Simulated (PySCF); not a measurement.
GaH⁺, r²SCAN: how much the basis matters

PySCF, UKS reference; doublet, unpaired electrons σ ↑; De to Ga⁺ + H without counterpoise correction.

```json
{"basis": "cc-pVDZ-PP/cc-pVDZ", "relativity": "scalar-relativistic core potentials", "functions": "28", "Re (Å)": "1.692", "ωe (cm⁻¹)": "1168", "De (eV)": "0.60", "μ (D)": "0.50"}
{"basis": "aug-cc-pVDZ-PP/aug-cc-pVDZ", "relativity": "scalar-relativistic core potentials", "functions": "41", "Re (Å)": "1.688", "ωe (cm⁻¹)": "1155", "De (eV)": "0.59", "μ (D)": "0.48"}
{"basis": "def2-TZVPPD", "relativity": "no relativity", "functions": "71", "Re (Å)": "1.659", "ωe (cm⁻¹)": "1315", "De (eV)": "0.73", "μ (D)": "0.38"}
```

How does each smaller set differ from the one with most functions, def2-TZVPPD?

cc-pVDZ-PP/cc-pVDZ: +3.3 pm, -11.2 % in ωe, -0.13 eV in De; aug-cc-pVDZ-PP/aug-cc-pVDZ: +2.9 pm, -12.2 % in ωe, -0.14 eV in De. All at r²SCAN; the set with most functions is neither the basis-set limit nor always the best. The rows treat relativity differently, so the differences are not basis effects alone.

A positive dipole points towards H; it is taken about the centre of mass and depends on that origin. Spin–orbit coupling is left out. For an ion De counts to the pair picked by the measured ionisation energies or electron affinities, which need not be the lowest pair at this level. The state is the lowest determinant that a PBE0 search found; another state may lie lower at other levels.
